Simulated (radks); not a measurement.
Q: Sc I, 21 electrons, occupied as [Ar] 3d1 4s2. All-electron calculation, Dirac Kohn-Sham, PBE, spin-unpolarised, spherical densities, point nucleus; open shells fill j = l - 1/2 first. Program: a radial shooting solver on a logarithmic mesh with Libxc functionals.

Spin-orbit splittings of the eigenvalues, e(l+1/2) - e(l-1/2), with zeta = 2 splitting/(2l+1) and mean radii in bohr:

| shell | occ. | splitting (eV) | zeta (eV) | <r> j=l-1/2 | <r> j=l+1/2 |
|---|---|---|---|---|---|
| 2p | 6 | 4.642 | 3.094 | 0.3059 | 0.3085 |
| 3p | 6 | 0.5097 | 0.3398 | 1.163 | 1.171 |
| 3d | 1 | ? | ? | 1.866 | 1.873 |
| 4p | 0 | 0.02231 | 0.01488 | 5.047 | 5.078 |

Estimate the 3d splitting.

A: 0.03023 eV (zeta = 0.01209 eV).
